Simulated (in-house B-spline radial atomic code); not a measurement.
Sb IV (Sb3+): [Kr] 4d10 5s1 (8g9/2)1 (an excited or competing configuration)

Computed with an all-electron radial atomic-structure program (B-spline basis): Dirac-Hartree-Fock, average of the jj configuration, Fermi nucleus of rms radius 4.6802 fm.

Effective charges: Z_r = [3n² - l(l+1)]/(2<r>) from the radius, Z_e = n√(-2ε) from the energy, and Slater's rules. Values are occupation-weighted means over j. An effective charge above Z reflects the relativistic contraction of the inner shells.

```
shell  electrons   ε (eV)  <r> (bohr)    Z_r    Z_e  Slater
   1s          2   -30710     0.02841  52.79  47.51   50.70
   2s          2  -4802.2       0.122  49.17  37.57   46.85
   2p          6  -4313.5       0.107  46.74  35.61   46.85
   3s          2  -1015.3      0.3286  41.09  25.92   39.75
   3p          6  -851.36       0.327  38.22  23.73   39.75
   3d         10  -599.23      0.3044  34.49  19.91   29.85
   4s          2   -217.2      0.7936  30.24  15.98   23.25
   4p          6  -164.45      0.8529  26.97  13.91   23.25
   4d         10    -84.7       1.008  20.84   9.98   11.85
   5s          1   -51.88       1.994  18.80   9.76    7.70
   8g          1  -3.4085       21.43   4.01   4.00       -
```

The least bound orbital is 8g9/2 at -3.409 eV, and it is also the most diffuse (<r> = 21.43 bohr).

For the 1s electron the small component carries 3.52 % of the norm, the zero-frequency Breit interaction raises the level by 72.19 eV, self-energy by 41.04 eV, and vacuum polarisation lowers it by 5.489 eV.
